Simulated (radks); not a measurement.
Question: All-electron calculation, scalar-relativistic Kohn-Sham, PBE, spin-polarised, spherical densities, finite nucleus; open shells are filled with parallel spins first; Fermi nuclear charge, rms radius of each element as measured or else 0.836 A^(1/3) + 0.57 fm. Program: a radial shooting solver on a logarithmic mesh with Libxc functionals. Each species is in its NIST ground configuration. Rank Be2+, C2+, F2+, B2+, Ne2+, O2+, N2+ by Delta-SCF ionisation energy (eV), largest first.

Answer: Be2+ 153.47, Ne2+ 63.315, F2+ 63.118, O2+ 55.494, N2+ 47.667, C2+ 47.127, B2+ 38.304.
